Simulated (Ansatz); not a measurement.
C2H6ClFGeSe, SMILES `C[Se][Ge]([CH3])([F])[Cl]`, 12 atoms. Charge 0, multiplicity 1. Correlated methods include outer-core shells of Ge, Se, which these sets cover unevenly. Scalar relativity is left out up to krypton. All runs use 3 threads of an AMD EPYC 7R13 on a shared host and a share of an NVIDIA H100 80 GB. Correlated methods freeze the cores. Open-shell runs search over several starts.

Give the basis size and wall time and peak host memory of each of these runs in Ansatz. direct RPA on PBE orbitals/def2-TZVPP energy; RHF-CCSD(T)/def2-SVP energy; RKS r2SCAN0-D4/def2-TZVPP energy; UKS ωB97M-V/def2-TZVPP energy of the cation; RHF-CCSD(T)/def2-TZVPP energy; RKS B97M-V/def2-TZVPP energy; RKS ωB97X-V/def2-TZVPP energy; UKS B3LYP-D4/def2-TZVPP energy of the cation; RKS PBE0-D4/def2-QZVPP energy; RKS PBE0-D4/def2-TZVP relaxation (13 steps); RKS ωB97M-V/def2-QZVPP energy; RKS r2SCANh-D4/def2-TZVPP energy. (Estimate.)

Ansatz gave: Other jobs shared the machine, so times are rough.

```csv
level,job,functions,wall time,peak host memory (GiB)
direct RPA on PBE orbitals/def2-TZVPP,energy,315,9.5 s,1.4
RKS B97M-V/def2-TZVPP,energy,315,12 s,0.93
RKS r2SCAN0-D4/def2-TZVPP,energy,315,12 s,0.89
RKS PBE0-D4/def2-QZVPP,energy,599,14 s,1.2
RKS ωB97M-V/def2-QZVPP,energy,599,14 s,1.3
RKS r2SCANh-D4/def2-TZVPP,energy,315,21 s,0.89
RHF-CCSD(T)/def2-TZVPP,energy,315,25 s,1.4
UKS B3LYP-D4/def2-TZVPP,energy of the cation,315,28 s,0.92
UKS ωB97M-V/def2-TZVPP,energy of the cation,315,33 s,1.1
RHF-CCSD(T)/def2-SVP,energy,154,33 s,0.94
RKS PBE0-D4/def2-TZVP,relaxation (13 steps),262,34 s,1
RKS ωB97X-V/def2-TZVPP,energy,315,38 s,0.94
```

B3LYP here is the variant with VWN-RPA as its local correlation; programs differ in this.
